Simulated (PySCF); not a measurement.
C3H5N3, SMILES NC/C=N\C#N.

Coordinates come from a B3LYP-D3(BJ)/def2-SVP optimisation. The structure was generated by enumeration; whether it is a known compound was not checked. The values are those of a single conformer.

Level of theory: TDA-M06-2X/def2-SVPD (PySCF 2.14.0).

Vertical excitations. 

Problem. Estimate the UV-visible absorptions. (An estimate is asked for; the answer gives what the named calculation found.)

Solution. 
```csv
state,energy (eV),λ (nm),f,main pairs
S1,4.00,310,0.004,"HOMO→LUMO 76 %, HOMO−1→LUMO 16 %"
S2,5.67,219,0.082,"HOMO−1→LUMO 49 %, HOMO−2→LUMO 25 %, HOMO→LUMO 18 %"
S3,6.47,192,0.186,"HOMO−2→LUMO 42 %, HOMO−1→LUMO 23 %"
S4,6.77,183,0.023,"HOMO→LUMO+1 33 %, HOMO−3→LUMO 28 %, HOMO−4→LUMO 11 %"
S5,6.90,180,0.014,"HOMO→LUMO+1 44 %, HOMO−3→LUMO 14 %, HOMO−2→LUMO 12 %"
S6,7.61,163,0.007,"HOMO−3→LUMO 33 %, HOMO−4→LUMO 19 %, HOMO−1→LUMO+5 10 %, HOMO−2→LUMO+5 8 %"
S7,7.66,162,0.111,HOMO→LUMO+2 58 %
S8,7.82,159,0.008,"HOMO−4→LUMO 39 %, HOMO−1→LUMO+1 14 %, HOMO−2→LUMO+5 10 %, HOMO−1→LUMO+5 7 %"
S9,8.01,155,0.003,"HOMO−5→LUMO 37 %, HOMO→LUMO+4 19 %, HOMO→LUMO+2 11 %, HOMO→LUMO+3 11 %"
S10,8.07,154,0.009,"HOMO−5→LUMO 44 %, HOMO→LUMO+4 22 %, HOMO→LUMO+3 9 %"
T1,3.58,347,0,"HOMO→LUMO 78 %, HOMO−1→LUMO 12 %"
T2,4.21,295,0,"HOMO−1→LUMO 60 %, HOMO−2→LUMO 28 %"
T3,5.34,232,0,"HOMO−2→LUMO 59 %, HOMO−1→LUMO 21 %, HOMO→LUMO 13 %"
T4,6.37,195,0,"HOMO−3→LUMO 55 %, HOMO−4→LUMO 14 %"
```
Triplets are in the Tamm–Dancoff approximation.
